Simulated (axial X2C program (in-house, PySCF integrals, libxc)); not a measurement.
# OPmO⁺: the levels of the configuration f(δφ)2 f(π)0

Calculated with an in-house all-electron X2C program for linear molecules (integrals from PySCF): two-component X2C with atomic mean-field Coulomb and Gaunt terms, basis O dyall-v3z, Pm dyall-v3z (cores contracted in-house). Orbitals come from Hartree–Fock averaged over the configuration Pm f(δφ)2 f(π)0; CI then distributes these electrons over the f(δφ), f(π) shells of Pm.

O–Pm–O held linear, both bonds 1.646 Å (near the minimum of the configuration average).

Active spinors (ω > 0):

```json
{"shell": "f(δφ)", "ω": "3/2", "ε (eV)": "-5.40", "character": "100% Pm f"}
{"shell": "f(δφ)", "ω": "5/2", "ε (eV)": "-5.25", "character": "100% Pm f"}
{"shell": "f(δφ)", "ω": "5/2", "ε (eV)": "-4.68", "character": "100% Pm f"}
{"shell": "f(δφ)", "ω": "7/2", "ε (eV)": "-4.50", "character": "100% Pm f"}
{"shell": "f(π)", "ω": "3/2", "ε (eV)": "1.53", "character": "93% Pm f"}
{"shell": "f(π)", "ω": "1/2", "ε (eV)": "1.59", "character": "88% Pm f, 5% Pm p"}
```

Lowest levels of this model:

| Ω | energy (cm⁻¹) | g∥ | configuration |
| --- | --- | --- | --- |
| 4 | 0 | 6.07 | 100% f(δφ)2 |
| 5 | 3028 | 10.02 | 100% f(δφ)2 |
| 0 | 5573 | 0.00 | 100% f(δφ)2 |
| 6 | 5697 | 13.99 | 100% f(δφ)2 |
| 1 | 7191 | 3.62 | 100% f(δφ)2 |
| 0 | 13109 | 0.00 | 100% f(δφ)2 |
| 1 | 13302 | 2.30 | 100% f(δφ)2 |
| 2 | 13834 | 5.96 | 100% f(δφ)2 |
| 0 | 14876 | 0.00 | 100% f(δφ)2 |
| 0 | 17061 | 0.00 | 100% f(δφ)2 |
| 1 | 20779 | 2.05 | 100% f(δφ)2 |
| 4 | 23941 | 8.02 | 99% f(δφ)2 |
| 6 | 28145 | 12.01 | 100% f(δφ)2 |

g∥ is the magnitude of 2⟨Lz + ge Sz⟩ for the +Ω component.

(1) From Ω and g∥ of the lowest level, whose 2⟨Lz + ge Sz⟩ is positive, find ⟨Sz⟩ and ⟨Lz⟩ (ge = 2.0023).

Occupations of the active spinors in the lowest level by ω, shell by shell in order of energy: -7/2: 0.00; -5/2: 0.00 0.00; -3/2: 0.00 0.00; -1/2: 0.00; 1/2: 0.00; 3/2: 1.00 0.00; 5/2: 0.38 0.62; 7/2: 0.00. The leading determinant has weight 0.62 among 5.

This point took 4.5 s on 1 thread of Arm Neoverse N1, with other jobs on the host.

Dynamic correlation is missing, so gaps between terms are too wide and other configurations may lie lower; the lowest level listed is that of this model, not necessarily the ground state. At most 6 roots were kept for each Ω > 0 (twice that for Ω = 0) within 3.5 eV of the lowest, so higher up levels can be missing between those listed; levels with Ω > 0 are doubly degenerate and listed once, Ω = 0 levels singly. States that fill the shells left empty in the average are placed too high. The molecule was held linear; bending was not examined.

Results:

(1) Ω = ⟨Lz⟩ + ⟨Sz⟩ = 4 and ⟨Lz⟩ + ge⟨Sz⟩ = 3.035, so ⟨Sz⟩ = -0.96 and ⟨Lz⟩ = 4.96.
